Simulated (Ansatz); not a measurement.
Coupled-cluster diagnostics for Ta₂B₂, Ansatz.

Geometry of the singlet (PBE0-D4/def2-TZVP):

```xyz
4

Ta   -0.706    1.187    0.213
Ta   -0.005   -0.831   -1.124
B    -0.445   -0.728    0.866
B     1.156    0.372    0.045
```

In the def2 sets Ta takes a core potential; there is no spin–orbit coupling. Correlated methods freeze 2 core orbitals; core or outer-core shells of Ta are correlated, in sets that lack core-valence functions. The structure comes from a short search, and lower isomers may exist.

**Question.** Estimate the CCSD(T) correlation energy, the shares of MP2 and (T), T1 and the reference's ⟨S²⟩ for: charge 0, singlet, own geometry in def2-TZVPP; and the rough time on 4 threads of Arm Neoverse V2 on a shared host.

**Answer.** 
```csv
state,basis,correlation (eV),MP2 share (%),(T) share (%),T1,⟨S²⟩ (pure),wall time,remarks
"charge 0, singlet, own geometry",def2-TZVPP,-30.922,106.6,9.6,0.050,0.00 (0.00),32 s,"large T1 (0.050), restricted SCF unstable"
```
Customary marks for T1 are 0.02 (closed shells), 0.045 (open shells) and about 0.05 (3d metals). T1 exceeds 0.02 in 1 of 1 rows and 0.045 in 1; the higher it lies, the less the single-reference result can be trusted.
